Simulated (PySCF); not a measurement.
# Ionisation energy of Ta²⁺ by level of theory

Ta²⁺ [Xe] 4f14 5d3 (4F) → Ta³⁺ [Xe] 4f14 5d2 (3F), as a difference of total energies. All numbers are calculated (PySCF 2.14, scalar relativity by spin-free X2C-1e, in ANO-RCC-VTZP (8s7p5d3f2g1h, 104 functions)). Correlated levels: valence: [Xe] 4f14 frozen. The calculations carry no spin-orbit coupling.

| method | ionisation energy (eV) |
| --- | --- |
| UHF | 23.121 |
| LDA | 24.601 |
| PBE | 24.381 |
| PBE0 | 24.265 |
| r2SCAN | 24.282 |

Estimate what SCS-MP2 (valence) gives.

23.205 eV, closest to UHF among the rows shown.

Estimate what MP2 (valence) gives.

23.372 eV, closest to UHF among the rows shown.

A first-order spin-orbit estimate (lowest level to lowest level, LS coupling) adds -0.083 eV.

Errors of the correlated levels include the incompleteness of this basis and the frozen core.

For comparison: 23.1 ± 1.6 eV (theoretical estimate listed by NIST; NIST Atomic Spectra Database, ionization energies).
